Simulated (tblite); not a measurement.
C4H11BOS.
Cartesian coordinates in Å at the GFN2-xTB level; atoms count from 1:
```
atom  x, y, z in Å
C1     3.5353   -0.3715    0.4894
S2     1.7476   -0.3200    0.8488
B3     1.0835    0.2656   -0.7340
O4    -0.2005    0.4801   -0.9515
C5    -1.2482    0.2653   -0.0133
C6    -1.7198   -1.1836   -0.1063
C7    -2.3714    1.2480   -0.3267
H8     3.8944    0.6329    0.2877
H9     4.0223   -0.7737    1.3713
H10    3.7130   -1.0180   -0.3639
H11    1.8234    0.4741   -1.6171
H12   -0.8599    0.4510    0.9992
H13   -2.5397   -1.3527    0.5857
H14   -2.0549   -1.4002   -1.1182
H15   -0.9025   -1.8552    0.1459
H16   -3.1857    1.1182    0.3803
H17   -2.7416    1.0770   -1.3344
H18   -2.0041    2.2690   -0.2611
```

Method: GFN2-xTB as coded in tblite; computed harmonic values from a numerical Hessian at the method's own geometry, unscaled. The method is semi-empirical: single wavenumbers can be off by several per cent or more. Modes of hydrogen on boron can be 10 to 20 % off. One conformer, not necessarily the lowest.

Harmonic wavenumbers (cm⁻¹): 34.5, 68.0, 96.8, 106.3, 178.6, 209.1, 213.8, 240.2, 331.8, 374.0, 473.5, 539.8, 708.7, 719.9, 733.7, 828.8, 939.1, 944.8, 945.9, 966.2, 971.8, 1050.6, 1145.5, 1152.3, 1173.8, 1301.3, 1315.3, 1319.4, 1326.9, 1392.9, 1405.2, 1452.0, 1456.9, 1473.6, 1482.5, 1485.4, 1496.3, 2625.2, 2869.3, 3034.7, 3037.6, 3041.8, 3042.2, 3045.0, 3047.7, 3048.2, 3053.0, 3062.0.

A = 5206, B = 998.4, C = 938.1 MHz; mass 118.062 u (most abundant isotopes); point group C1, symmetry number 1.

Problem. Zero-point energy?

Solution. ½Σν̃ = 32481 cm⁻¹ = 388.56 kJ/mol.

Problem. Entropy at 500 K, 1 bar (ideal gas, RRHO, classical rotation)?

Solution. Translation 179.11, rotation 126.02, vibration 205.21: S = 510.3 J/(mol K).

Problem. And Cp and H(500 K) − H(0)?

Solution. Cp = 219.39 J/(mol K), of which vibrations give 186.13 (their classical limit is 48 R = 399.1); H(500 K) − H(0) = 66.61 kJ/mol without the zero-point energy, 49.98 from vibrations.

Problem. What must be added to the electronic energy to get the Gibbs energy at 500 K and 1 bar?

Solution. ZPE + [H(500 K) − H(0)] − T·S = 388.56 + 66.61 − 255.17 = 200.00 kJ/mol.

Problem. Which modes carry the vibrational entropy at 500 K?

Solution. 34.5 cm⁻¹: 27.52; 68.0 cm⁻¹: 21.89; 96.8 cm⁻¹: 18.97; 106.3 cm⁻¹: 18.20; 178.6 cm⁻¹: 13.94; 209.1 cm⁻¹: 12.66 J/(mol K); the other 42 give 92.02 together.

Hindered rotation and anharmonicity are outside this model. Other conformers, if any are populated, would add a mixing term that is left out. The structure is chiral; the term R ln 2 for an equal mix with its mirror image is left out.

On an Arm Neoverse V2 with one thread, shared host with 96 logical CPUs at a one-minute load of 86, this took 0.5 s of wall time. The figure is for the frequency step alone.
